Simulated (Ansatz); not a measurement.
Start from `BNC(=O)S` and change one atom or group to get `C#CC(=O)S`.

Ansatz, PBE0-D4/def2-TZVP geometries, multiplicity 1. Each molecule was computed in one conformer, which needn't be the lowest.

| property | `BNC(=O)S` |
| --- | --- |
| size of the dipole moment (ωB97M-V/def2-TZVPP) / D | 2.44 |
| HOMO–LUMO gap (ωB97M-V/def2-TZVPP) / eV | 10.88 |
| HOMO–LUMO gap (PBE0/def2-TZVPP) / eV | 6.67 |
| HOMO energy (B3LYP/def2-TZVPP) / eV | -7.86 |
| LUMO energy (PBE0/def2-TZVPP) / eV | -1.43 |
| zero-point energy (PBE0-D4/def2-TZVP) / kJ/mol | 153.1 |

**Question.** What does the change do to each property? (An estimate is asked.)

**Answer.** The calculation gave: 
| property | `C#CC(=O)S` | shift |
| --- | --- | --- |
| size of the dipole moment (ωB97M-V/def2-TZVPP) / D | 2.09 | -0.35 |
| HOMO–LUMO gap (ωB97M-V/def2-TZVPP) / eV | 10.46 | -0.42 |
| HOMO–LUMO gap (PBE0/def2-TZVPP) / eV | 6.11 | -0.56 |
| HOMO energy (B3LYP/def2-TZVPP) / eV | -7.89 | -0.03 |
| LUMO energy (PBE0/def2-TZVPP) / eV | -2.03 | -0.60 |
| zero-point energy (PBE0-D4/def2-TZVP) / kJ/mol | 99.3 | -53.8 |

The zero-point energy changes by -53.8 kJ/mol with -6 modes. Dipoles are sizes alone; their direction can turn.

B3LYP here is the variant with VWN-RPA as its local correlation; programs differ in this.
